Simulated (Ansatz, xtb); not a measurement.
**CH2Se: which of two structures lies lower**

Structure a is a singlet given by its coordinates and structure b is the triplet with the links of `C=[Se]`. Both are isolated molecules in the gas phase, relaxed with r2SCAN-D4/def2-SVP.

a (Å):

```yaml
atoms:
  - { symbol: C, position_ang: [-1.1930, -0.3453, -0.2878] }
  - { symbol: Se, position_ang: [0.4602, 0.3677, -0.2007] }
  - { symbol: H, position_ang: [-1.0122, -1.1743, -1.0198] }
  - { symbol: H, position_ang: [0.1757, 1.4563, 0.7746] }
```

Close contacts (Å): C1–Se2 1.80, C1–H3 1.12, Se2–H4 1.49.

b (Å):

```yaml
atoms:
  - { symbol: C, position_ang: [-1.5566, -0.2848, 0.5916] }
  - { symbol: Se, position_ang: [-0.2573, 0.5321, -0.4133] }
  - { symbol: H, position_ang: [-1.4573, -1.3471, 0.8332] }
  - { symbol: H, position_ang: [-2.5174, 0.2183, 0.7351] }
```

Q: Estimate which is lower in electronic energy at CCSD(T)/def2-TZVPP, and by roughly how much.

A: The CCSD(T)/def2-TZVPP calculation puts structure b lower, by 13.6 kcal/mol.

Level by level:

| level | geometry | E(b) − E(a) (kcal/mol) | departure from the last row (kcal/mol) | job, with rough time for the two |
| --- | --- | --- | --- | --- |
| r2SCAN-D4/def2-SVP | r2SCAN-D4/def2-SVP | −21.6 | −8.0 | optimisation, 19 s |
| HF/def2-TZVPP | r2SCAN-D4/def2-SVP | −34.4 | −20.8 | part of the CCSD(T) run |
| MP2/def2-TZVPP | r2SCAN-D4/def2-SVP | −15.4 | −1.8 | part of the CCSD(T) run |
| CCSD(T)/def2-TZVPP | r2SCAN-D4/def2-SVP | −13.6 |  | single point, 16 s |

The levels shown agree on the order. The largest departure from CCSD(T)/def2-TZVPP is that of HF/def2-TZVPP, 20.8 kcal/mol. At CCSD(T)/def2-TZVPP a singlet with the links of b lies below this triplet. Levels run at GFN2-xTB geometries aren't shown.

With harmonic frequencies from r2SCAN-D4/def2-SVP (ideal gas, rigid rotor, one conformer each, 298.15 K, 1 atm): the zero-point term adds +0.7 kcal/mol; ΔH is −12.6 and ΔG −13.8 kcal/mol.

The T1 diagnostic of structure a is large, so the coupled-cluster value is less sure. Open shells are spin-unrestricted. The correlated steps freeze 10 core orbitals; the filled d shell of Se is correlated, in a basis made for valence electrons. ΔG holds the spin degeneracy. Run with Ansatz 0.2.0; the last row on 1 thread of Intel(R) Xeon(R) 6975P-C (Granite Rapids) on a shared host.
